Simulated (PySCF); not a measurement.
# Diatomics of Te with the chalcogens

CCSD(T) with triple-zeta basis sets in PySCF, for the lowest determinant that a PBE0 search found; no spin–orbit coupling. De refers to high-spin ground-configuration atoms.

| M | basis | reference, frozen orbitals | state (unpaired electrons) | Re (Å) | ωe (cm⁻¹) | De (eV) |
| --- | --- | --- | --- | --- | --- | --- |
| O | def2-TZVPP | ROHF, 5 | triplet (π ↑↑) | 1.826 | 814 | 3.84 |
| S | def2-TZVPP | ROHF, 9 | triplet (π ↑↑) | 2.236 | 477 | 3.32 |
| Se | x2c-TZVPPall | UHF, 27 | triplet (π ↑↑) | 2.366 | 319 | 3.01 |
| Te | x2c-TZVPPall | ROHF, 36 | triplet (π ↑↑) | 2.568 | 252 | 2.68 |

The shortest bond is that of TeO (1.826 Å), the longest that of Te2 (2.568 Å). TeO is bound most strongly (3.84 eV) and Te2 least (2.68 eV).

The rows differ in basis set, which adds steps of its own.

Down a group the atoms grow and get heavier, so bonds lengthen and wavenumbers fall; this series shows no clear exception.

Correlated steps freeze the inner cores (5 to 36 orbitals); shallow outer-core shells are correlated. UHF and ROHF references stand side by side, which adds small steps between rows. Spin–orbit coupling is left out, which matters for elements this heavy, above all for dissociation energies. States were picked by a PBE0 search and need not be the measured ground states.
